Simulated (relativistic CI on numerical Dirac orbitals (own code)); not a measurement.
**One change at a time: Sb5+**

Base calculation: Dirac-Coulomb-Breit CI, separate exchange-only KLI orbitals for each configuration, model QED, valence Slater integrals scaled by 0.85, P86 correlation energy added to each configuration.

Configuration list (outside the closed core [Ar] 3d10 4s2): 4p⁶4d¹⁰, 4p⁶4d⁹5s, 4p⁶4d⁹4f, 4p⁶4d⁹5p, 4p⁶4d⁹5d, 4p⁶4d⁹6s, 4p⁶4d⁹6p, 4p⁶4d⁹6d, 4p⁶4d⁹5f, 4p⁶4d⁹5g, 4p⁶4d⁹6f, 4p⁵4d¹⁰4f. Double excitations out of closed p, d and f shells are left out; levels of such configurations are missing from the list, as are those of other unlisted configurations, and high levels can miss mixing partners.

The lowest level and the first level of each name with at least 55 % of one term (blank where a level has no safe partner in the second run):

| Level | Base (cm⁻¹) | Shift (cm⁻¹) |
| --- | --- | --- |
| 4p⁶4d¹⁰ ¹S0 | 0 | 0 |
| 4p⁶4d⁹5s ³D3 | 250655 | -333 |
| 4p⁶4d⁹5s ³D2 | 253400 | -4 |
| 4p⁶4d⁹5s ³D1 | 260739 | -299 |
| 4p⁶4d⁹5s ¹D2 | 263971 | +470 |
| 4p⁶4d⁹5p ³P°2 | 338026 | -1100 |
| 4p⁶4d⁹5p ³F°3 | 341236 | -300 |
| 4p⁶4d⁹5p ³P°1 | 348340 | -1011 |
| 4p⁶4d⁹5p ³F°4 | 349198 | -480 |
| 4p⁶4d⁹5p ³F°2 | 349205 | -529 |
| 4p⁶4d⁹5p ¹D°2 | 354641 | +664 |
| 4p⁶4d⁹5p ³P°0 | 355115 | -1177 |
| 4p⁶4d⁹5p ³D°3 | 355736 | +665 |
| 4p⁶4d⁹5p ¹P°1 | 357569 | +952 |

At this charge configurations can still be misplaced by up to about 7 % of their energy. Levels and lines within the n = 5 or 6 shells can be off by up to 10 % or somewhat more, and those that change n by about 2 %, since core polarisation is missing. 2 of the 2 excited levels that our extract of the measured tables holds in this range could be paired (the sources list more); they are missed by 7570 cm⁻¹ on average and 7611 at most, and levels without a partner can miss by more.

(1) One thing was changed in a second run, which moved the levels as shown. Which?
A. Slater integrals left unscaled
B. non-relativistic limit
C. QED terms removed
D. Breit term removed
E. configuration mixing switched off
F. valence Slater integrals scaled by 0.75

Results:

(1) A. Slater integrals left unscaled. Scaling acts on the splittings between terms and on the mixing, and leaves the fine structure of pure LS terms nearly alone; in jj coupling it moves the levels of one term differently.

LS names give the leading component of a level, which can be under half, so a name can repeat, a term be missing and a line seem to break the LS rules.
